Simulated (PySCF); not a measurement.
# Electronic structure of Zr²⁹⁺ (zirconium, charge +29) at the LDA level

Configuration: [Ne] 3s1, 2S determinant. Computed with PySCF 2.14 in an even-tempered Gaussian basis (16 s from 3.9 bohr⁻², ratio 2.5; 10 p from 5 bohr⁻², ratio 2.5; 5 d from 19 bohr⁻², ratio 2.7; 4 f from 29 bohr⁻², ratio 2.7), with no relativity, point nucleus.

- Total energy: -2917.78 hartree
- One-electron energy: -3270.00 hartree
- Hartree (Coulomb) energy: 414.69 hartree
- Exchange-correlation energy: -62.48 hartree
- Kinetic energy: 2916.96499 hartree
- ⟨S²⟩: 0.7500
- ⟨L²⟩: 0.000
- Sum of ⟨r⟩: 1.647 bohr
- Sum of ⟨r²⟩: 0.3917 bohr²
- Density at the nucleus (Gaussians lack the cusp): 43700 bohr⁻³
- Spin density at the nucleus: 518 bohr⁻³

```json
{"shell": "1s α", "electrons": "1", "mean orbital energy (eV)": "-18910.4", "rms radius, mean of both spins (bohr)": "0.0441"}
{"shell": "1s β", "electrons": "1", "mean orbital energy (eV)": "-18908.5", "rms radius, mean of both spins (bohr)": "0.0441"}
{"shell": "2s α", "electrons": "1", "mean orbital energy (eV)": "-3799.2", "rms radius, mean of both spins (bohr)": "0.178"}
{"shell": "2s β", "electrons": "1", "mean orbital energy (eV)": "-3796.9", "rms radius, mean of both spins (bohr)": "0.178"}
{"shell": "2p α", "electrons": "3", "mean orbital energy (eV)": "-3622.1", "rms radius, mean of both spins (bohr)": "0.155"}
{"shell": "2p β", "electrons": "3", "mean orbital energy (eV)": "-3620.1", "rms radius, mean of both spins (bohr)": "0.155"}
{"shell": "3s α", "electrons": "1", "mean orbital energy (eV)": "-1528.4", "rms radius, mean of both spins (bohr)": "0.425"}
```

A non-relativistic calculation at this Z misses sizeable relativistic shifts.
